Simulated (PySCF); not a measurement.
**Telling isomers of C₇H₁₃F apart by NMR**

- shieldings: GIAO PBE0/pcSseg-1
- PBE0-D3(BJ)/def2-SVP structure
- program: PySCF 2.14.0 with density-fitted response routines
- isolated molecule, non-relativistic, fast rotation and ring inversion assumed for equivalent nuclei, one computed conformer

Chemical shifts δ = σref − σ; $^{1}$H (σ = 31.27 ppm), $^{13}$C (σ = 184.41 ppm) against TMS, all at this level. Splittings of carbon signals by F and P are missing where no couplings were computed. Where no couplings were computed, multiplicities follow the n + 1 count of equivalent neighbours, and m marks all less simple cases (inequivalent or close neighbours, rings, F or P nearby). Shifts are as computed. Against solution values, carbons near 30 ppm lie about +2 ppm off and those near 130 ppm about +5 ppm. Of 1211 compounds with measured shifts, 218 miss one by over three times the rms of a fit or turn the order of signals round; such compounds aren't used in these exercises.

(1) Tabulate the signals of `CCC/C(C)=C/CF`, `CC(C)=C(C)CCF` and their relative energies.

(2) What is the quickest way to tell CCC/C(C)=C/CF from CC(C)=C(C)CCF?

Results:

(1) 
```tsv
SMILES	carbon types	δC	δH	E rel. (kcal/mol)
CCC/C(C)=C/CF	1×C 1×CH 3×CH2 2×CH3	147.8, 130.0, 79.8, 48.0, 26.1, 17.3, 16.7	5.80 (m, 1H), 4.93 (m, 2H), 1.89 (t, 2H), 1.68 (s, 3H), 1.20 (m, 2H), 1.02 (t, 3H)	1.2
CC(C)=C(C)CCF	2×C 2×CH2 3×CH3	138.0, 129.7, 81.8, 39.1, 22.5, 21.7, 21.3	4.10 (m, 2H), 2.46 (m, 2H), 1.82 (s, 3H), 1.65 (s, 3H), 1.61 (s, 3H)	0.0
```

Energies are electronic energies at PBE0/pcSseg-1 on these geometries, without zero-point or thermal terms, each for the one conformer computed, which needn't be the lowest.

(2) Both give the same number of carbon signals, but DEPT or the intensities differ. The first has an alkene CH at 130.0 ppm, the second a fully substituted alkene carbon (C) at 129.7 ppm. Their most deshielded carbons lie at 147.8 and 138.0 ppm. In the proton spectra the most deshielded non-exchanging signals are 5.80 (m, 1H) and 4.10 (m, 2H).
